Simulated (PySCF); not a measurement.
hydrogen bromide cation (BrH), SMILES Br (connectivity only; charge and spin as stated), charge +1, multiplicity 2.

Coordinates come from a B3LYP-D3(BJ)/def2-TZVPD optimisation. The multiplicity is an assumed one; other spin states were not compared.

Method: B3LYP/def2-TZVPD (PySCF).

Gas-phase values at a fixed geometry.

The total energy is -2574.35664 hartree, the point group comes out as C∞v and the α spin, highest occupied and lowest empty level is -17.71 and -8.58 eV. The β spin, highest occupied and lowest empty level is -17.32 and -15.10 eV and the dipole moment about the centre of nuclear charge is 1.42 D. The ⟨S²⟩ is 0.753 (pure state 0.75).
